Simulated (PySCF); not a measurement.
# Polarisability and C₆ of Au(2+) (gold, charge +2)

[Xe] 4f14 5d9, 2D determinant. Computed with PySCF 2.14 in ANO-RCC-VTZP (8s7p5d3f1g, 84 functions), with the spin-free X2C one-electron Hamiltonian (Gaussian nucleus). Coupled (time-dependent) response in atomic units; α is the mean over directions. The basis has no added diffuse functions, which lowers α and C₆.

```
method  mean α (bohr³)         α xx, yy, zz  C₆ (like pair)  S(−4)
  PBE0           8.265  8.156, 8.156, 8.484           54.16  14.37
```

S(−4) is the Cauchy moment in α(ω) = α(0) + S(−4) ω² + …

Spin-orbit coupling is absent.

α(iu) at PBE0:

```
u (hartree)  α(iu) (bohr³)
          0          8.265
     0.0500          8.230
      0.100          8.126
      0.200          7.757
      0.300          7.263
      0.500          6.226
      0.750          5.132
       1.00          4.271
       1.50          3.031
       2.00          2.221
       3.00          1.311
       5.00         0.6010
```

A single London oscillator, α(iu) = α/(1 + u²/ω²), gives C₆ = (3/4) ω α². Matching the computed C₆ needs ω = 4 × 54.16 / (3 × 8.265²) = 1.06 hartree.

For an ion, C₆ is the dispersion term alone; charge-induced terms of lower order in 1/R come first.

The components differ because the open shell of this determinant is not spherical; for a pure term their mean is the scalar polarisability.

Spin-orbit coupling, absent here, splits the open shell strongly.
